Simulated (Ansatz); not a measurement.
`C[B]([InH2])CF` + `CN[SiH3]` → `C[N]([SiH3])[InH2]` + `CBCF` at 600 K and 1 bar (cleavage of the In–B bond).

Isolated molecules relaxed with PBE0-D4/def2-TZVP in Ansatz; ΔE leaves out vibrations. CCSD(T)/CBS adds triple-zeta CCSD(T) − MP2 to the extrapolated MP2 energy (def2 sets, frozen cores). Elements past krypton have def2 core potentials. For In outer-core shells are correlated without core-valence functions, which leaves a few kJ/mol of doubt a bond. One conformer a species, not always the lowest.

| species | CCSD(T)/CBS energy (Eh) | H − E (kJ/mol) | S (J/(mol·K)) |
| --- | --- | --- | --- |
| `C[B]([InH2])CF` | -394.67370 | 285.0 | 496.8 |
| `CN[SiH3]` | -386.04948 | 257.3 | 374.7 |
| `C[N]([SiH3])[InH2]` | -576.45186 | 281.1 | 473.7 |
| `CBCF` | -204.28650 | 255.6 | 384.9 |

H − E and S are ideal-gas, rigid-rotor, harmonic terms from PBE0-D4/def2-TZVP, for one conformer and one mirror image of each species. 1 Eh = 2625.50 kJ/mol, R = 8.31446 J/(mol·K).

By hand: ΔE, ΔH, ΔS and ΔG.

ΔE = (-576.45186) + (-204.28650) − (-394.67370) − (-386.04948) = -0.01518 Eh = -39.9 kJ/mol. Δ(H − E) = 281.1 + 255.6 − 285.0 − 257.3 = -5.6, so ΔH = -45.5 kJ/mol. ΔS = 473.7 + 384.9 − 496.8 − 374.7 = -12.9 J/(mol·K). ΔG = -45.5 − 600 × (-12.9)/1000 = -37.8 kJ/mol.

By hand: the equilibrium constant, and the temperature at which ΔG would vanish if ΔH and ΔS stayed fixed.

log₁₀ K = −ΔG/(RT ln 10) = 3.3. ΔG = 0 at ΔH/ΔS = 3527 K, far beyond where these terms or the molecules hold.

The number of gas molecules stays the same, so ΔS is small and ΔH decides. A doubt of 5 kJ/mol in ΔE shifts log₁₀ K by 0.4 here. Other conformers and mirror images would add mixing entropy, several J/(mol·K) or more a flexible species. These are equilibria of isolated gas molecules and say nothing of rates. Largest T1 diagnostic: 0.015 (customary marks: 0.02 for closed shells, 0.045 for open ones).
